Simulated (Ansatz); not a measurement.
`[F][GeH]([SH])[Cl]` + `N=C=O` → `O=C=[N][GeH]([F])[Cl]` + H₂S at 600 K and 1 bar (ligand exchange at a Ge–S bond).

Calculated with Ansatz (gas phase, PBE0-D4/def2-TZVP geometries, no zero-point term in ΔE). CCSD(T)/CBS is the MP2 limit (def2-TZVPP, def2-QZVPP) plus CCSD(T) − MP2 in def2-TZVPP, frozen cores. This one scheme is used for every species. For Ge outer-core shells are correlated without core-valence functions, which leaves a few kJ/mol of doubt a bond. Scalar relativity is left out up to krypton. Each species was taken in one conformer, which may not be the lowest.

| species | CCSD(T)/CBS energy (Eh) | H − E (kJ/mol) | S (J/(mol·K)) |
| --- | --- | --- | --- |
| `[F][GeH]([SH])[Cl]` | -3034.76350 | 105.4 | 412.0 |
| `N=C=O` | -168.51995 | 83.3 | 274.5 |
| `O=C=[N][GeH]([F])[Cl]` | -2804.31074 | 124.2 | 455.5 |
| H₂S | -398.97279 | 60.8 | 230.9 |

H − E and S are ideal-gas, rigid-rotor, harmonic terms from PBE0-D4/def2-TZVP, for one conformer and one mirror image of each species. 1 Eh = 2625.50 kJ/mol, R = 8.31446 J/(mol·K).

Q: By hand: ΔE, ΔH, ΔS and ΔG.

A: ΔE = (-2804.31074) + (-398.97279) − (-3034.76350) − (-168.51995) = -0.00008 Eh = -0.2 kJ/mol. Δ(H − E) = 124.2 + 60.8 − 105.4 − 83.3 = -3.7, so ΔH = -3.9 kJ/mol. ΔS = 455.5 + 230.9 − 412.0 − 274.5 = -0.1 J/(mol·K). ΔG = -3.9 − 600 × (-0.1)/1000 = -3.8 kJ/mol.

Q: By hand: the equilibrium constant, and the temperature at which ΔG would vanish if ΔH and ΔS stayed fixed.

A: log₁₀ K = −ΔG/(RT ln 10) = 0.3. ΔG = 0 at ΔH/ΔS = 39000 K, far beyond where these terms or the molecules hold.

The number of gas molecules stays the same, so ΔS is small and ΔH decides. The sign of ΔG lies within the doubt. A doubt of 5 kJ/mol in ΔE shifts log₁₀ K by 0.4 here. Other conformers and mirror images would add mixing entropy, several J/(mol·K) or more a flexible species. Modes under 60 cm⁻¹, often nearly free rotors, make the harmonic entropy too high. These are equilibria of isolated gas molecules and say nothing of rates. Largest T1 diagnostic: 0.018 (customary marks: 0.02 for closed shells, 0.045 for open ones).
